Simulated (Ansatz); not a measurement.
The inner images of a band of CH4BNO (8 atoms, charge 0, multiplicity 1) are given out of order.

Theory: Ansatz, RKS B3LYP/def2-SVP.

Initial state:

```xyz
8
Properties=species:S:1:pos:R:3
N -0.939 0.718 -0.634
C 0.090 0.720 0.129
B 0.697 -0.730 0.430
O 0.065 -1.753 -0.163
H -1.312 1.660 -0.811
H 0.515 1.653 0.544
H 1.653 -0.946 1.133
H -0.678 -1.379 -0.683
```

Final state:

```xyz
8
Properties=species:S:1:pos:R:3
N 0.117 1.787 0.303
C -0.324 0.687 -0.186
B 0.378 -0.671 0.201
O -0.121 -1.805 -0.341
H -0.436 2.587 -0.037
H -1.193 0.656 -0.880
H 1.324 -0.696 0.953
H 0.347 -2.604 -0.068
```

Question: Put them in order from the first end to the last, with their energies above the first end.
A.
```xyz
8
Properties=species:S:1:pos:R:3
N -0.518 1.599 0.626
C -0.292 0.639 -0.193
B 0.111 -0.783 0.376
O 0.485 -1.782 -0.467
H -0.740 2.470 0.121
H -0.346 0.782 -1.296
H 0.032 -0.987 1.569
H 1.360 -1.995 -0.793
```
B.
```xyz
8
Properties=species:S:1:pos:R:3
N -0.052 1.771 0.426
C -0.356 0.670 -0.153
B 0.291 -0.687 0.319
O 0.164 -1.711 -0.556
H -0.492 2.567 -0.058
H -1.013 0.632 -1.050
H 0.888 -0.787 1.368
H 0.661 -2.511 -0.352
```
C.
```xyz
8
Properties=species:S:1:pos:R:3
N -0.350 1.681 0.579
C -0.346 0.643 -0.172
B 0.162 -0.743 0.389
O 0.367 -1.668 -0.578
H -0.612 2.518 0.039
H -0.582 0.694 -1.259
H 0.355 -0.899 1.576
H 1.098 -2.284 -0.630
```
D.
```xyz
8
Properties=species:S:1:pos:R:3
N -1.199 0.969 -0.068
C 0.052 0.702 -0.032
B 0.528 -0.721 0.477
O 0.312 -1.850 -0.225
H -1.363 1.940 -0.371
H 0.823 1.452 -0.317
H 1.113 -0.846 1.528
H -0.173 -1.703 -1.049
```
E.
```xyz
8
Properties=species:S:1:pos:R:3
N -0.950 1.352 0.452
C -0.063 0.632 -0.125
B 0.372 -0.741 0.534
O 0.597 -1.833 -0.231
H -1.194 2.173 -0.120
H 0.373 0.917 -1.113
H 0.507 -0.871 1.724
H 0.451 -1.686 -1.177
```

Answer: D (+23.9 kJ/mol), E (+25.7 kJ/mol), A (+76.5 kJ/mol), C (+44.6 kJ/mol), B (+17.0 kJ/mol).

Time of the run: 8 min on 1 thread of Arm Neoverse N1 (shared host), peak memory 0.14 GiB.
